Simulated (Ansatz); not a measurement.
```xyz
4

C     0.0000    0.0000    0.0000
H     1.0031    0.0000    0.0000
H    -0.5016    0.8687    0.0000
H    -0.5016   -0.8687    0.0000
```

Basis set: def2-TZVP (spherical functions). Left uncorrelated: 1 orbital. Charge 0, multiplicity 2.

Computed with Ansatz (development build ahead of 0.2.0); each method stands on the lowest determinant of its kind that the runs found.

The atomization energy at this shape (free ground-state atoms in the same class of orbitals less the molecule, no zero-point energy) of doublet CH₃:

```csv
method,atomization energy
UHF-MP2,12.43 eV
```

**Question.** What does UHF give?

**Answer.** 10.19 eV. Caution: the shape is not the minimum.
